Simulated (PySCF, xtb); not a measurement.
BH2, SMILES [BH2+], charge +1.

xtb 6.7.1 with GFN2-xTB at its own geometry gives an orbital gap of 3.07 eV.

Geometry optimised at r2SCAN-D4/def2-TZVPD.

What does r2SCAN/def2-TZVPD in PySCF give? (An estimate is asked for; the answer gives what the named calculation found.)

gap 7.80 eV (levels -19.34 and -11.54 eV).
